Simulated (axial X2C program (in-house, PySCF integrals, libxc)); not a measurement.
# What spin–orbit coupling does to NaBi

Calculated with an in-house relativistic program for diatomic molecules. Spin-free means the one-electron spin-free X2C Hamiltonian; two-component (2c) means X2C with spin–orbit coupling and atomic mean-field two-electron Coulomb and Gaunt terms, so the difference of the two also holds small scalar two-electron terms. Basis: Bi dyall-cv3z [12s14p10d6f1g], Na dyall-cv3z [9s8p5d2f] (cores contracted in-house); Gaussian nuclei, density fitting, unrestricted open shells. Masses: Bi 208.980 u, Na 22.990 u.

Spin-free state: M_S = 1, Λ = 0 (beyond evenly filled blocks: π+α, π-α); fragments Bi + Na.

```tsv
level	Re (Å)	ωe (cm⁻¹)	De (eV)	μ (D)
PBE0	2.976	191.9	1.144	6.30
BLYP	3.006	182.0	1.293	5.44
```

Dipoles are positive if Na is the positive end.

Two-component determinant lowest at the distance of the search:

Ω = 1 (⟨Sz⟩ = 0.68, ⟨Lz⟩ = 0.32 at PBE0); fragments Bi + Na.

```json
{"level": "PBE0", "Re (Å)": "2.975", "ωe (cm⁻¹)": "175.6", "De (eV)": "0.906", "μ (D)": "6.16"}
{"level": "BLYP", "Re (Å)": "3.017", "ωe (cm⁻¹)": "162.7", "De (eV)": "0.882", "μ (D)": "5.25"}
```

**Question.** From the two tables, how do the constants change at the PBE0 level (2c against spin-free)?

**Answer.** At the PBE0 level Re is unchanged within 0.001 Å and ωe drops by 16.3 cm⁻¹; De changes by -0.238 eV.

The state is a single determinant with fixed occupations, the lowest that a limited PBE0 search found. De is counted from the lowest determinant-based energies of the atoms at the same level, without counterpoise correction. Density functionals use the spin component along the axis (collinear). Other states lie close and PBE0, whose exact exchange favours high spin, may order them wrongly; the determinant shown need not be the ground state. The nearest other spin-free determinant of the search, M_S = 0, Λ = 2, lies 0.75 eV up at the distance of the search. The functionals have no current-density term, which raises determinants with orbital currents, atoms included. With several unpaired electrons one determinant need not be a pure state. A state of lower Ω lies just above, and one determinant can place such states too high, so the state shown need not be the lowest. The search has Ω = 0 only 0.01 eV up. Open-shell Ω = 0 determinants with evenly filled partner blocks cannot be reached by this program, so the Ω shown need not be the lowest component. This is the Ω = 1 component of a π² triplet; the 0⁺ component is not one determinant and can lie lowest. The determinant is spin-polarised beyond a pure state at some levels (its spin-free form has ⟨S²⟩ too high), which makes Re and μ there less reliable.
